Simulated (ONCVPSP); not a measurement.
## Configuration tests for Ag (Z = 47) (ONCV)

- Element: Ag (Z = 47)
- Generator: ONCVPSP 4.0.1
- Type: optimised norm-conserving Vanderbilt (ONCV)
- Functional: PBE
- Relativity: scalar-relativistic
- Frozen core: [Ar] 3d10
- Valence charge: 19
- Reference configuration: 4s2 4p6 4d10 5s1
- Partial waves: 4s+5s: rc 1.80 bohr, ncon 3, nbas 6, qcut 5 1/bohr, 2 projectors; 4p: rc 1.20 bohr, ncon 4, nbas 7, qcut 9.1 1/bohr, 2 projectors, debl 3.5 Ha; 4d: rc 1.60 bohr, ncon 3, nbas 8, qcut 9.3 1/bohr, 3 projectors, debl 1.9 Ha
- Local potential: polynomial inside 1.10 bohr (lpopt 3, dvloc0 3 Ha)
- Core correction: Teter function fitted to the true core (icmod 2), fcfact 0.5

Energies are relative to the spin-unpolarised reference configuration 4s2 4p6 4d10 5s1; without spin polarisation the order of configurations can differ from experiment.

Question: Give the all-electron excitation energy and the error of the potential for: 4s2 4p6 4d10 5s0; 4s2 4p6 4d9 5s0; 4s2 4p6 4d8 5s0; 4s2 4p6 4d9 5s1 5p1.

Answer:

| valence configuration | charge | ΔE all-electron (eV) | error AE − PS (meV) |
| --- | --- | --- | --- |
| 4s2 4p6 4d10 5s0 | +1 | 7.757 | -2.5 |
| 4s2 4p6 4d9 5s0 | +2 | 29.871 | -5.9 |
| 4s2 4p6 4d8 5s0 | +3 | 66.064 | -7.0 |
| 4s2 4p6 4d9 5s1 5p1 | 0 | 8.572 | -0.7 |
